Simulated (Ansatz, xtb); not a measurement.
## How methods differ on SiH4TeO3 (SMILES O[Si](O)(O)[TeH])

SiH4TeO3 has 9 atoms, charge 0, and is taken as a singlet. As SMILES, `O[Si](O)(O)[TeH]`. The coordinates come from a PBE0-D4/def2-TZVP relaxation. This is one conformer, not always the lowest.

Quantity: the HOMO–LUMO gap, in eV. The values are calculated.

```tsv
level	kind	program	value (eV)	CPU time
GFN2-xTB	semi-empirical	xtb	4.64	under 2 s
GFN0-xTB	semi-empirical	xtb	4.17	under 2 s
GFN1-xTB	semi-empirical	xtb	5.10	under 2 s
HF/def2-SVP (core potential)	Hartree–Fock	Ansatz	11.67	22 s
PBE/def2-SVP (core potential)	GGA	Ansatz	4.23	24 s
PBE0/def2-SVP (core potential)	global hybrid	Ansatz	6.14	37 s
wB97X/def2-SVP (core potential)	range-separated hybrid	Ansatz	10.38	93 s
```

The values span 4.17 to 11.67 eV. Orbital gaps aren't excitation energies; they tend to grow with the share of exact exchange. CPU times are rough (shared hosts, several kinds of processor): they show what a rung costs within a factor of a few.
